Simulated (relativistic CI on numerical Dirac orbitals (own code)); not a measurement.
## Hyperfine structure of Dy61+, mass number 161

Method of calculation: Dirac-Coulomb-Breit CI, separate exchange-only KLI orbitals for each configuration, model QED, unscaled Slater integrals (own radial code, finite nucleus).

Configurations in the expansion (outside the closed core 1s2): 2s2 2p, 2s 2p2, 2p3, 2p2 3s, 2p2 3p, 2p2 3d, 2s2 3s, 2s2 3p, 2s2 3d, 2s 2p 3s, 2s 2p 3p, 2s 2p 3d, 2s2 4s, 2s2 4p, 2s2 4d, 2s2 4f. Levels of other configurations are missing.

Nuclear spin I = 5/2, μ = -0.479 μN, Q = 2.51 b (tables of Stone and Pyykkö). The electronic factors are computed for point nuclear moments, without core polarisation or the Bohr-Weisskopf and QED corrections.

```csv
Level,E (Ry),A (GHz),B (GHz)
2s2 2p 2P°_1/2,0.000,-890.5,
2s 2p2 4P_1/2,16.471,-2735,
2s2 2p 2P°_3/2,64.111,-115.1,2910
2s 2p2 4P_3/2,75.600,-677.1,2290
2s 2p2 2D_5/2,78.409,-797.3,2380
2s 2p2 2P_1/2,83.031,994,
2s 2p2 2D_3/2,83.172,-4.26,1560
2s 2p2 4P_5/2,141.054,-647.9,514
```

Levels with J = 0, under 50 % of one LS term, or S terms without an open s electron are left out. Small factors come from cancelling terms and can be off by tens of per cent or more.

At this charge energies of transitions that change n are usually good to better than 1 %, and those within a shell (Δn = 0) to a few per cent.

Question: Give the hyperfine levels of 2s2 2p 2P°_1/2 relative to its centre of gravity.

Answer: With K = F(F + 1) − I(I + 1) − J(J + 1), E = AK/2: F = 2: 1558, F = 3: -1113 GHz.

LS names give the leading component of a level, which can be under half, so a name can repeat, a term be missing and a line seem to break the LS rules.
